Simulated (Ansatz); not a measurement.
Program: Ansatz. Geometries: PBE0-D4/def2-TZVP. ΔE: electronic, gas phase. CCSD(T)/CBS is the MP2 limit (def2-TZVPP, def2-QZVPP) plus CCSD(T) − MP2 in def2-TZVPP, frozen cores. DFT in def2-TZVPP. Each species was taken in one conformer, which may not be the lowest.

`C[CH]([AlH2])CO` + `C=C(N)[SiH3]` → `C=C([SiH3])[NH][AlH2]` + `CCCO`  (ligand exchange at the Al–C bond)

| level | ΔE (kcal/mol) | difference from CCSD(T)/CBS |
| --- | --- | --- |
| r2SCAN-D4 | -29.3 | 0.1 |
| ωB97X-V | -28.6 | 0.8 |
| PBE | -27.6 | 1.8 |
| r2SCAN | -29.2 | 0.2 |
| PBE0 | -28.0 | 1.4 |
| MP2/def2-TZVPP | -30.1 | -0.7 |
| SCS-MP2/def2-TZVPP | -30.4 | -1.0 |
| CCSD(T)/def2-TZVPP | -30.0 | -0.6 |
| HF/def2-QZVPP | -30.9 | -1.5 |
| SCS-MP2/def2-QZVPP | -30.1 | -0.7 |
| CCSD(T)/CBS | -29.4 | 0 |

Largest T1 diagnostic among the species: 0.013.

In def2-TZVPP, CCSD(T) changes the Hartree–Fock value by +1.0 kcal/mol (the triples alone add +0.1 kcal/mol) and MP2 by +0.8 kcal/mol.
